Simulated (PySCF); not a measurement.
GeF2ClBr, SMILES [F][Ge]([F])([Cl])[Br].

Geometry optimised at PBE0-D3(BJ)/def2-SVP. This is a generated structure with no PubChem entry under its InChIKey; it may be hypothetical.

The numbers are results of PySCF with HF/def2-TZVP, not measurements.

* **total energy**: -5306.44059 hartree
* **point group**: Cs
* **highest occupied level**: -12.67 eV
* **lowest empty level**: 1.83 eV
* **orbital gap**: 14.50 eV
* **dipole moment**: 1.63 D
* **quadrupole, principal values (traceless, Buckingham form, about the centre of nuclear charge)**: -3.02, -1.80, 4.82 D·Å
* **mean static polarisability**: 50.8 bohr³ (7.52 Å³)
* **polarisability, principal values**: 41.0, 47.3, 64.0 bohr³
